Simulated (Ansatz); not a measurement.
Ansatz (an electronic-structure program) input (CCSD(T)/aug-cc-pVDZ):

Ansatz 0.2 input:
```yaml
crystal:
  periodic: [false, false, false]
  atoms:
    - {symbol: C, position_ang: [2.50816554, -0.19319897, 0.04710574]}
    - {symbol: C, position_ang: [1.13015895, -0.77633961, -0.17599021]}
    - {symbol: C, position_ang: [0.06625295, 0.04601979, -0.26577777]}
    - {symbol: C, position_ang: [0.03361950, 1.57137540, -0.19857788]}
    - {symbol: C, position_ang: [-1.31964331, -0.55133792, -0.44511142]}
    - {symbol: C, position_ang: [-2.17956736, -0.52491130, 0.82789127]}
    - {symbol: H, position_ang: [2.93153336, -0.58700177, 0.98177660]}
    - {symbol: H, position_ang: [3.19548690, -0.53497966, -0.73929011]}
    - {symbol: H, position_ang: [2.62192210, 0.91625286, 0.09952466]}
    - {symbol: H, position_ang: [-0.41336947, 2.00747596, -1.10620179]}
    - {symbol: H, position_ang: [1.03140349, 2.00055135, -0.08887362]}
    - {symbol: H, position_ang: [-0.57021395, 1.94828076, 0.64034001]}
    - {symbol: H, position_ang: [-1.87478179, -0.03162790, -1.24630142]}
    - {symbol: H, position_ang: [-1.18096594, -1.58928177, -0.75652625]}
    - {symbol: H, position_ang: [-2.32884773, 0.49585476, 1.19301185]}
    - {symbol: H, position_ang: [-1.67410883, -1.08904923, 1.61624367]}
    - {symbol: H, position_ang: [-3.17197554, -0.96611977, 0.66905782]}
basis:
  gaussian:
    orbitals: aug-cc-pVDZ
total_charge: -1
magnetization: {spin_polarized: false}
correlation: {method: ccsd_t, electrons: outside_noble_gas}
output: {forces: true}
```

End of the output:

```
cycle  11  -26.49300164 eV  change    3.7e-4 eV  update   2.5e-4
cycle  12  -26.49296277 eV  change    3.9e-5 eV  update   1.4e-4
cycle  13  -26.49294129 eV  change    2.1e-5 eV  update   8.4e-5
cycle  14  -26.49289107 eV  change    5.0e-5 eV  update   4.7e-5
cycle  15  -26.49290324 eV  change   -1.2e-5 eV  update   2.5e-5
cycle  16  -26.49291737 eV  change   -1.4e-5 eV  update   1.4e-5
cycle  17  -26.49292039 eV  change   -3.0e-6 eV  update   7.9e-6
cycle  18  -26.49291998 eV  change    4.1e-7 eV  update   3.9e-6
perturbative correction -1.05836852 eV, -0.0388943258 hartree
the calculation of the forces begins
1.16 GiB of device memory are held for the factors and their scratch space
Total energy: -6382.18616348 eV, -234.5410155069 hartree
Atom 0 at     2.508166    -0.193199     0.047106 Å, force     0.281547     0.083934     0.038162 eV/Å
Atom 1 at     1.130159    -0.776340    -0.175990 Å, force     0.635275    -0.994788     0.015264 eV/Å
Atom 2 at     0.066253     0.046020    -0.265778 Å, force    -0.935504     0.584640    -0.047130 eV/Å
Atom 3 at     0.033619     1.571375    -0.198578 Å, force     0.009634     0.009759     0.005631 eV/Å
Atom 4 at    -1.319643    -0.551338    -0.445111 Å, force    -0.098801     0.023132     0.020035 eV/Å
Atom 5 at    -2.179567    -0.524911     0.827891 Å, force     0.095563     0.014501    -0.068114 eV/Å
Atom 6 at     2.931533    -0.587002     0.981777 Å, force     0.159027    -0.158843     0.369974 eV/Å
Atom 7 at     3.195487    -0.534980    -0.739290 Å, force     0.259269    -0.135236    -0.311870 eV/Å
Atom 8 at     2.621922     0.916253     0.099525 Å, force    -0.050554     0.354851     0.002871 eV/Å
Atom 9 at    -0.413369     2.007476    -1.106202 Å, force    -0.167430     0.122798    -0.376845 eV/Å
Atom 10 at     1.031403     2.000551    -0.088874 Å, force     0.434154     0.204523     0.043973 eV/Å
Atom 11 at    -0.570214     1.948281     0.640340 Å, force    -0.240665     0.103835     0.357918 eV/Å
Atom 12 at    -1.874782    -0.031628    -1.246301 Å, force    -0.187551     0.226030    -0.325869 eV/Å
Atom 13 at    -1.180966    -1.589282    -0.756526 Å, force     0.046625    -0.465333    -0.138280 eV/Å
Atom 14 at    -2.328848     0.495855     1.193012 Å, force    -0.069141     0.464603     0.153924 eV/Å
Atom 15 at    -1.674109    -1.089049     1.616244 Å, force     0.220672    -0.254446     0.346448 eV/Å
Atom 16 at    -3.171976    -0.966120     0.669058 Å, force    -0.392119    -0.183961    -0.086092 eV/Å
Dipole moment:    -0.707864     0.777700     0.147943 e Å
```

It need not be the lowest isomer of its formula. Whether it binds its extra electron was not tested at this geometry.
